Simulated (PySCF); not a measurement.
PySCF job for C2H5S, SMILES C[CH]S, multiplicity 2, PBE-D3(BJ)/def2-TZVP. Geometry optimised at PBE-D3(BJ)/def2-TZVP. The isomer is the one that the SMILES or the coordinates give; other isomers of the formula were not compared. The values are those of a single conformer.

```python
import numpy as np
from pyscf import gto, scf, dft, df
from pyscf.hessian import thermo

mol = gto.M(
    atom='''
    C    -1.68344945    0.15707814    0.07698575
    C    -0.39140474   -0.52153267    0.35816149
    S     1.13389414    0.08341216   -0.18618320
    H    -1.97879921    0.09039143   -0.98920360
    H    -2.49450095   -0.28945971    0.66988663
    H    -1.63971631    1.23191958    0.32331397
    H    -0.35664385   -1.56929689    0.65550338
    H     0.77647913    1.38857833   -0.29145246
    ''',
    basis='def2-TZVP',
    charge=0,
    spin=1,
    max_memory=1600,
    verbose=3,
)
mf = dft.UKS(mol, xc='pbe').density_fit(auxbasis='def2-universal-jkfit')
mf.disp = 'd3bj'
mf.grids.level = 3
mf.conv_tol = 1e-11
mf.max_cycle = 100
mf.kernel()
fine, coarse = mf.grids, dft.Grids(mol).set(level=1).build(with_non0tab=True)
for _ in range(3):  # follow internal instabilities
    mf.grids = coarse
    mo, _, stable, _ = mf.stability(return_status=True, nroots=4)
    mf.grids = fine
    if stable:
        break
    mf.kernel(mf.make_rdm1(mo, mf.mo_occ))

# analytic Hessian; the response equations are solved on a coarser grid
h, args, fine = mf.Hessian(), (mf.mo_energy, mf.mo_coeff, mf.mo_occ), mf.grids
h.max_memory = max(150, 2.5e-5 * df.make_auxmol(mol, mf.with_df.auxbasis).nao * mol.nelec[0] * (mol.nelec[0] + mol.nao))  # MB; small integral blocks
h1ao = h.make_h1(mf.mo_coeff, mf.mo_occ)
mf.grids = dft.Grids(mol).set(level=1).build(with_non0tab=True)
mo1, mo_e1 = h.solve_mo1(*args, h1ao)
mf.grids = fine
hess = h.hess_elec(*args, mo1, mo_e1, h1ao) + h.hess_nuc()
if mf.do_disp():
    hess += h.get_dispersion()
for i in range(mol.natm):  # the analytic DFT Hessian lacks the response of the grid: restore translational invariance
    hess[i, i] -= hess[i].sum(axis=0)
hess = (hess + hess.transpose(1, 0, 3, 2)) / 2
vib = thermo.harmonic_analysis(mol, hess, imaginary_freq=False)
thermo.dump_normal_mode(mol, vib)
th = thermo.thermo(mf, vib['freq_au'][vib['freq_au'] > 0], 298.15, 101325)
thermo.dump_thermo(mol, th)
g0 = mf.nuc_grad_method().set(verbose=0).kernel()

# dipole derivatives [dipole axis, atom, xyz] from the same response
r, irp = mol.intor('int1e_r'), mol.intor('int1e_irp').reshape(3, 3, mol.nao, mol.nao)
sl, dm0, ok = mol.aoslice_by_atom(), np.array(mf.make_rdm1()), []
dmu = np.einsum('a,xt->xat', mol.atom_charges(), np.eye(3))
for a, (_, _, p0, p1) in enumerate(sl):
    dmu[:, a] += 2 * np.einsum('xtij,ij->xt', irp[:, :, :, p0:p1], dm0.reshape(-1, mol.nao, mol.nao).sum(0)[:, p0:p1])
    for u, c, occ, f in zip(mo1, mf.mo_coeff, mf.mo_occ, (2, 2)):
        dmu[:, a] -= f * np.einsum('tui,xuv,vi->xt', u[a], r, c[:, occ > 0], optimize=True)
L = vib['norm_mode']
ir = 974.8801 * (np.einsum('xat,kat->kx', dmu, L) ** 2).sum(1)       # km/mol
apt = np.einsum('xax->a', dmu) / 3
print('mode   freq/cm-1   IR/(km/mol)')
for k, w in enumerate(vib['freq_wavenumber']):
    print(f'{k + 1:4d} {w:11.2f} {ir[k]:13.3f}')
print('max |gradient| / (hartree/bohr):', abs(g0).max())
print('APT charges:', apt.round(4))
```

It prints:

```

WARN: HOMO -0.17185617897465 >= LUMO -0.171856178974647

converged SCF energy = -477.120267643219  <S^2> = 0.75378673  2S+1 = 2.0037832
<class 'pyscf.df.df_jk.DFUKS'> wavefunction is stable in the internal stability analysis

WARN: DFTD3 does not support analytical Hessian, using finite difference


WARN: Mole.unit (angstrom) is changed to Bohr

Mode                                 0                   1                   2
Irrep
Freq [cm^-1]                      142.4106            223.3474            317.3587
Reduced mass [au]                   1.0443              1.3409              2.4593
Force const [Dyne/A]                0.0125              0.0394              0.1459
Char temp [K]                     204.8971            321.3472            456.6086
Normal mode                   x     y     z       x     y     z       x     y     z
       0   C                -0.01 -0.00  0.01    0.01 -0.02 -0.04   -0.14 -0.04  0.03
       1   C                -0.01 -0.02 -0.05    0.02  0.05  0.11   -0.03  0.10 -0.08
       2   S                 0.00  0.01  0.01   -0.02 -0.01 -0.04    0.07 -0.02  0.00
       3   H                -0.30 -0.42  0.11    0.18 -0.01 -0.08   -0.23 -0.04  0.06
       4   H                 0.10  0.32  0.40   -0.05 -0.08 -0.16    0.00 -0.22  0.09
       5   H                 0.17  0.09 -0.45   -0.08 -0.02 -0.02   -0.31 -0.04  0.09
       6   H                -0.03 -0.07 -0.23    0.01  0.02  0.02    0.02  0.17  0.15
       7   H                 0.08  0.05  0.31    0.26  0.14  0.75    0.29  0.05  0.06
Mode                                 3                   4                   5
Irrep
Freq [cm^-1]                      377.0910            708.4382            877.6116
Reduced mass [au]                   1.2724              3.9389              1.0867
Force const [Dyne/A]                0.1066              1.1647              0.4931
Char temp [K]                     542.5500           1019.2848           1262.6876
Normal mode                   x     y     z       x     y     z       x     y     z
       0   C                 0.04  0.01 -0.00    0.10 -0.02  0.00   -0.03 -0.04  0.01
       1   C                 0.00 -0.07 -0.10    0.09  0.12 -0.08   -0.03 -0.04  0.01
       2   S                -0.02  0.01  0.00   -0.09 -0.03  0.03   -0.01  0.02  0.00
       3   H                -0.04  0.08  0.02   -0.00 -0.06  0.03    0.09  0.12 -0.03
       4   H                 0.04  0.08  0.05    0.24 -0.18  0.07   -0.24  0.24 -0.06
       5   H                 0.15  0.01  0.01   -0.05 -0.02  0.03    0.32 -0.05 -0.00
       6   H                 0.07  0.20  0.79    0.14  0.10 -0.13    0.30 -0.04 -0.02
       7   H                -0.02  0.04  0.25    0.21  0.05 -0.09    0.69  0.19 -0.25
Mode                                 6                   7                   8
Irrep
Freq [cm^-1]                      971.9648           1038.4777           1100.7658
Reduced mass [au]                   1.3228              1.5734              2.4172
Force const [Dyne/A]                0.7363              0.9997              1.7256
Char temp [K]                    1398.4409           1494.1382           1583.7570
Normal mode                   x     y     z       x     y     z       x     y     z
       0   C                 0.02  0.04  0.12    0.10  0.02 -0.03    0.07 -0.13  0.05
       1   C                -0.02 -0.03 -0.07   -0.12 -0.06  0.04   -0.12  0.12 -0.04
       2   S                -0.00  0.00  0.00    0.01  0.03 -0.01    0.02 -0.00 -0.00
       3   H                 0.52 -0.38 -0.01   -0.15 -0.10  0.04    0.20  0.08 -0.01
       4   H                -0.18 -0.06 -0.25    0.34 -0.26  0.11   -0.08  0.09 -0.00
       5   H                -0.30  0.14 -0.30   -0.15 -0.01  0.09    0.39 -0.12 -0.02
       6   H                -0.10 -0.00  0.02   -0.40 -0.06  0.07   -0.30  0.12 -0.03
       7   H                 0.10  0.02 -0.05    0.39  0.11 -0.13   -0.15 -0.04  0.05
Mode                                 9                  10                  11
Irrep
Freq [cm^-1]                     1279.1267           1352.0219           1413.1958
Reduced mass [au]                   1.4378              1.2371              1.0531
Force const [Dyne/A]                1.3860              1.3323              1.2392
Char temp [K]                    1840.3785           1945.2584           2033.2742
Normal mode                   x     y     z       x     y     z       x     y     z
       0   C                 0.05  0.03 -0.00   -0.11  0.05 -0.03    0.02 -0.03 -0.04
       1   C                -0.15  0.01  0.00    0.02 -0.00 -0.00   -0.01 -0.00 -0.01
       2   S                 0.01 -0.01 -0.00   -0.00  0.00  0.00    0.00 -0.00  0.00
       3   H                 0.04 -0.16  0.01    0.46 -0.27 -0.14    0.32 -0.04 -0.10
       4   H                 0.15 -0.15  0.01    0.30 -0.25  0.29    0.02  0.55  0.40
       5   H                 0.01  0.01  0.06    0.44 -0.05  0.22   -0.46 -0.10  0.38
       6   H                 0.74  0.02 -0.06   -0.10 -0.01  0.02    0.02  0.00 -0.01
       7   H                -0.16 -0.05  0.07    0.01  0.01 -0.01   -0.01 -0.01  0.00
Mode                                12                  13                  14
Irrep
Freq [cm^-1]                     1429.2467           2574.3211           2892.2503
Reduced mass [au]                   1.0378              1.0384              1.0557
Force const [Dyne/A]                1.2491              4.0544              5.2030
Char temp [K]                    2056.3679           3703.8748           4161.3042
Normal mode                   x     y     z       x     y     z       x     y     z
       0   C                 0.03  0.03 -0.02   -0.00 -0.00  0.00    0.03 -0.00  0.06
       1   C                 0.01  0.02 -0.01    0.00  0.00 -0.00    0.00 -0.00  0.00
       2   S                -0.00 -0.00  0.00   -0.01  0.03 -0.00   -0.00 -0.00 -0.00
       3   H                -0.26 -0.60  0.11   -0.00  0.00 -0.00   -0.23 -0.07 -0.89
       4   H                -0.28  0.13 -0.33    0.00  0.00 -0.00   -0.13 -0.07  0.12
       5   H                 0.15 -0.12  0.52    0.01 -0.01 -0.00    0.02  0.22  0.07
       6   H                -0.08  0.02  0.01    0.00  0.02  0.00    0.00 -0.01  0.01
       7   H                -0.00  0.00  0.01    0.26 -0.94  0.08    0.00  0.00  0.00
Mode                                15                  16                  17
Irrep
Freq [cm^-1]                     2960.5435           3031.6974           3132.1411
Reduced mass [au]                   1.0794              1.0951              1.0873
Force const [Dyne/A]                5.5743              5.9306              6.2847
Char temp [K]                    4259.5629           4361.9376           4506.4537
Normal mode                   x     y     z       x     y     z       x     y     z
       0   C                -0.01  0.06  0.05   -0.05 -0.05  0.04   -0.01 -0.00  0.00
       1   C                 0.00 -0.00  0.00   -0.00  0.00 -0.00    0.00 -0.08  0.02
       2   S                 0.00 -0.00 -0.00    0.00  0.00 -0.00    0.00 -0.00 -0.00
       3   H                -0.07  0.00 -0.24   -0.04 -0.02 -0.09   -0.01 -0.00 -0.01
       4   H                 0.21  0.13 -0.15    0.65  0.36 -0.49    0.04  0.02 -0.03
       5   H                -0.05 -0.86 -0.19    0.01  0.30  0.08    0.00  0.04  0.01
       6   H                -0.00  0.02  0.00    0.00 -0.07  0.02   -0.03  0.91 -0.27
       7   H                -0.01  0.01  0.00    0.00 -0.00 -0.00   -0.00  0.02 -0.00
temperature 298.1500 [K]
pressure 101325.00 [Pa]
Rotational constants [GHz] 38.34270 5.40537 4.90628
Symmetry number 1
Zero-point energy (ZPE) 0.05883 [Eh]   154449.921 [J/mol]
                           tot       elec      trans        rot        vib
Entropy [J/mol/K]       296.057      5.763    160.040     97.376     32.878
Cv [J/mol/K]             65.643      0.000     12.472     12.472     40.700
Cp [J/mol/K]             73.958      0.000     20.786     12.472     40.700
Internal energy [J/mol]                      3718.434   3718.434 160261.499
Internal energy [Eh]   -477.05639  -477.12027
Enthalpy [J/mol]                             6197.391   3718.434 160261.499
Enthalpy [Eh]          -477.05545
Gibbs free energy [J/mol]                  -41518.620 -25314.088 150458.830
Gibbs free energy [Eh] -477.08907
mode   freq/cm-1   IR/(km/mol)
   1      142.41         0.163
   2      223.35         2.474
   3      317.36         3.927
   4      377.09        41.765
   5      708.44         5.574
   6      877.61         6.307
   7      971.96         1.652
   8     1038.48         6.480
   9     1100.77         0.527
  10     1279.13        13.786
  11     1352.02         2.177
  12     1413.20         9.986
  13     1429.25         3.608
  14     2574.32         4.297
  15     2892.25        42.639
  16     2960.54        22.438
  17     3031.70        15.332
  18     3132.14         3.221
max |gradient| / (hartree/bohr): 6.433164925406313e-05
APT charges: [ 0.0861  0.028  -0.1065 -0.0355 -0.0031 -0.0189  0.0284  0.0213]
```

Self-consistency was reached.
